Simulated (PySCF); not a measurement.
A run for PySCF: R-B3LYP/6-311+G** on H4P2 (SMILES PP), a point of a torsion scan.

```python
from pyscf import gto, scf, dft, mp
from pyscf.data.elements import chemcore

mol = gto.M(
    atom='''
    P    -1.04921187   -0.29479425   -0.55808287
    P     1.06038974    0.23562357   -0.58961384
    H    -1.47347111    0.99854121   -0.26551587
    H    -1.12758444   -0.65223796    0.78825289
    H     1.46546745   -0.93240607    0.05125699
    H     1.09175300    0.93843124    0.61516663
    ''',
    basis='6-311+g**',
    charge=0, spin=0, verbose=3, max_memory=1800)
mf = dft.RKS(mol, xc='b3lyp')
mf.conv_tol = 1e-8
mf.max_cycle = 100
mf.kernel()
if not mf.converged:
    mf = mf.newton().run(mf.mo_coeff, mf.mo_occ)
```

Task: Predict the final total energy.

Result: -685.1482 hartree.
